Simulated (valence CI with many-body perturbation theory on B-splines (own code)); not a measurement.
# Hf: electric-dipole lines

Computed by configuration interaction combined with many-body perturbation theory (CI+MBPT): four valence electrons over a frozen Dirac-Fock core [Xe] 4f14, a basis of 7 s, 7 p, 8 d, 6 f, 4 g, 1 h functions for each j, with the one-electron correlation potential Σ1 (screened to all orders), the two-electron term Σ2, the three-electron term Σ3, Breit, model QED; selected single and double excitations, second order for the rest, scaled by the run's own slope (own B-spline code, finite nucleus).

Against 28 measured levels this calculation errs by 252 cm⁻¹ on average and by 727 at most. These come from a selection out of the NIST Handbook of Basic Atomic Spectroscopic Data. Levels without a partner in it may be off by more, other configurations by 1,000 to 4,000 cm⁻¹. Among the levels kept, up to 870 cm⁻¹ of a level comes from second order outside the variational space, and about a tenth of that is noise between levels of different J, which matters for small intervals.

Lines 251 to 300 of 558 in falling wavelength, among levels below 5.681 eV, chosen from the strongest by gf and those to the six lowest levels. Wavelengths and rates use the calculated energies, so an error of 300 cm⁻¹ moves a line at 423.3 nm by 1.3 % and its rate by three times that or more. Electric multipoles are in the length gauge, E1 and E2 with the static RPA response of the core. Weak lines are less certain than strong ones. Lines between different terms over intervals too small for the method are left out, as are lines whose strength nearly cancels. Where a level lies close to another of its J and parity, the split of strength between their lines is uncertain. The highest levels of a list are the least certain.

Names give the largest LS component (configuration and term), which can be under half, so a name can repeat, a term be missing and a line seem to break the LS rules; names also repeat where a configuration has a term twice. Letters in brackets count levels of one name in rising energy.

| λ vac (nm) | Upper | Lower | A (s⁻¹) | log gf | Branch % |
| --- | --- | --- | --- | --- | --- |
| 459.2 | 5d2.6s.6d 5G_3 | 5d.6s2.6p 1F°_3 | 4.25e+06 | -1.03 | 4.3 |
| 459.1 | 5d2.6s.7s 5F_2 | 5d2.6s.6p 5G°_2 | 7.75e+06 | -0.91 | 7.8 |
| 451.8 | 5d2.6s.6p 3S°_1 [a] | 5d2.6s2 3P_0 | 3.96e+06 | -1.44 | 17.2 |
| 451.6 | 5d2.6s.7s 5F_3 | 5d.6s2.6p 3D°_3 | 1.74e+07 | -0.43 | 15.8 |
| 450.6 | 5d2.6s.6p 5D°_2 [b] | 5d2.6s2 1D_2 | 2.44e+06 | -1.43 | 11.2 |
| 447.9 | 5d3.6p 5F°_4 | 5d3.6s 3G_4 | 3.47e+06 | -1.03 | 2.0 |
| 446.2 | 5d2.6s.7s 3F_2 [a] | 5d.6s2.6p 3D°_3 | 1.14e+07 | -0.77 | 21.4 |
| 445.5 | 5d2.6s.6p 5D°_4 [a] | 5d2.6s2 3F_4 | 1.71e+06 | -1.34 | 27.9 |
| 442.5 | 5d.6s2.6d 3D_3 | 5d2.6s.6p 5F°_3 | 6.46e+06 | -0.88 | 6.1 |
| 439.0 | 5d2.6s.6p 3D°_1 [a] | 5d2.6s2 1D_2 | 4.33e+06 | -1.43 | 13.3 |
| 437.1 | 5d2.6s.6p 3G°_3 [a] | 5d2.6s2 3F_4 | 1.27e+06 | -1.59 | 12.3 |
| 436.8 | 5d2.6s.6p 5D°_2 [a] | 5d2.6s2 3F_3 | 1.92e+06 | -1.56 | 22.0 |
| 429.4 | 5d2.6s.7s 5F_4 | 5d.6s2.6p 3D°_3 | 5.34e+06 | -0.88 | 5.1 |
| 428.4 | 5d.6s.6p2 5F_3 [a] | 5d.6s2.6p 3F°_4 | 4.52e+06 | -1.06 | 10.4 |
| 427.3 | 5d2.6s.7p 3F°_2 | 5d3.6s 3F_2 [a] | 1.37e+07 | -0.73 | 18.6 |
| 426.2 | 5d2.6s.7s 5F_4 | 5d.6s2.6p 3F°_4 | 5.39e+06 | -0.88 | 5.1 |
| 425.2 | 5d3.6s 1D_2 [b] | 5d.6s2.6p 3F°_3 | 2.10e+07 | -0.55 | 33.2 |
| 423.3 | 5d2.6s.6p 5D°_3 [a] | 5d2.6s2 3F_3 | 3.62e+06 | -1.17 | 33.3 |
| 423.0 | 5d.6s2.6d 3G_4 | 5d2.6s.6p 5G°_3 | 7.09e+06 | -0.77 | 12.1 |
| 421.5 | 5d2.6s.6p 3G°_3 [b] | 5d2.6s2 3F_4 | 1.44e+06 | -1.57 | 5.0 |
| 421.5 | 5d2.6s.6d 5G_3 | 5d2.6s.6p 5F°_2 | 2.65e+07 | -0.31 | 27.0 |
| 416.0 | 5d.6s2.6d 3D_1 | 5d.6s2.6p 3P°_1 | 1.61e+07 | -0.90 | 15.7 |
| 414.3 | 6s2.6p2 3P_1 | 5d.6s2.6p 3D°_2 | 1.39e+07 | -0.97 | 45.1 |
| 413.7 | 5d.6s2.6d 3G_4 | 5d.6s2.6p 3D°_3 | 7.72e+06 | -0.75 | 13.2 |
| 412.3 | 5d2.6s.7s 5F_3 | 5d.6s2.6p 3D°_2 | 1.27e+07 | -0.64 | 11.6 |
| 410.4 | 5d2.6s.6d 5G_2 | 5d2.6s.6p 5F°_1 | 2.18e+07 | -0.56 | 21.4 |
| 409.6 | 5d.6s2.7s 3D_1 | 5d.6s2.6p 3F°_2 | 1.89e+07 | -0.85 | 30.1 |
| 407.9 | 5d.6s2.7s 3D_3 | 5d.6s2.6p 3F°_3 | 2.07e+07 | -0.44 | 18.2 |
| 407.7 | 5d.6s2.6d 3S_1 | 5d.6s2.6p 3P°_0 | 4.86e+07 | -0.44 | 45.1 |
| 407.5 | 5d.6s2.7s 3D_2 | 5d.6s2.6p 3F°_2 | 1.85e+07 | -0.64 | 31.3 |
| 406.7 | 5d.6s2.7s 3D_3 | 5d.6s2.6p 1D°_2 | 5.31e+06 | -1.04 | 4.7 |
| 406.5 | 5d.6s2.6d 3D_2 | 5d.6s2.6p 3P°_1 | 3.65e+07 | -0.34 | 43.0 |
| 405.4 | 5d.6s2.6d 3S_1 | 5d.6s2.6p 3P°_1 | 3.69e+07 | -0.56 | 34.3 |
| 405.4 | 5d2.6s.6p 3F°_2 [a] | 5d2.6s2 3F_3 | 2.01e+06 | -1.61 | 6.2 |
| 402.7 | 5d2.6s.7s 3F_2 [b] | 5d.6s2.6p 3D°_2 | 7.12e+06 | -1.06 | 11.1 |
| 401.1 | 5d2.6s.7s 3F_3 | 5d.6s2.6p 3D°_3 | 7.50e+06 | -0.90 | 10.7 |
| 399.8 | 5d3.6p 5G°_2 | 5d3.6s 5F_2 | 2.50e+07 | -0.52 | 19.4 |
| 399.7 | 5d2.6s.6p 3F°_3 [c] | 5d2.6s2 1G_4 | 6.90e+06 | -0.94 | 3.4 |
| 398.9 | 5d2.6s.6p 3G°_3 [a] | 5d2.6s2 3F_3 | 4.12e+06 | -1.16 | 39.8 |
| 398.1 | 5d2.6s.6p 5P°_1 | 5d2.6s2 3P_1 | 3.15e+06 | -1.65 | 24.1 |
| 397.9 | 5d2.6s.6p 3F°_3 [a] | 5d2.6s2 3F_4 | 5.28e+06 | -1.06 | 14.7 |
| 397.2 | 5d2.6s.7s 5F_2 | 5d.6s2.6p 3D°_1 | 7.82e+06 | -1.03 | 7.9 |
| 397.2 | 5d2.6s.6p 5D°_2 [a] | 5d2.6s2 3F_2 | 2.66e+06 | -1.50 | 30.6 |
| 396.2 | 5d2.6s.6p 5D°_3 [b] | 5d2.6s2 1D_2 | 1.98e+06 | -1.49 | 11.9 |
| 395.5 | 5d3.6p 5G°_3 | 5d3.6s 5F_3 | 2.81e+07 | -0.34 | 21.5 |
| 394.4 | 5d2.6s.6p 1D°_2 [a] | 5d2.6s2 1D_2 | 2.50e+07 | -0.53 | 49.0 |
| 392.1 | 5d.6s.6p2 5F_2 [a] | 5d.6s2.6p 3F°_3 | 1.41e+07 | -0.79 | 27.1 |
| 392.0 | 5d2.6s.7s 3F_4 | 5d2.6s.6p 5G°_3 | 5.71e+06 | -0.93 | 8.4 |
| 391.1 | 5d.6s2.6d 3D_3 | 5d.6s2.6p 3P°_2 | 3.11e+07 | -0.30 | 29.5 |
| 390.1 | 5d.6s2.6d 1P_1 | 5d.6s2.6p 3P°_2 | 2.40e+07 | -0.78 | 28.7 |

(1) How does gf follow from A for the line at 392.1 nm?

Answers

(1) gf = 1.4992 × (2J+1)_upper × A / σ², with σ = 25504 cm⁻¹ and 2J+1 = 5: gf = 0.162.
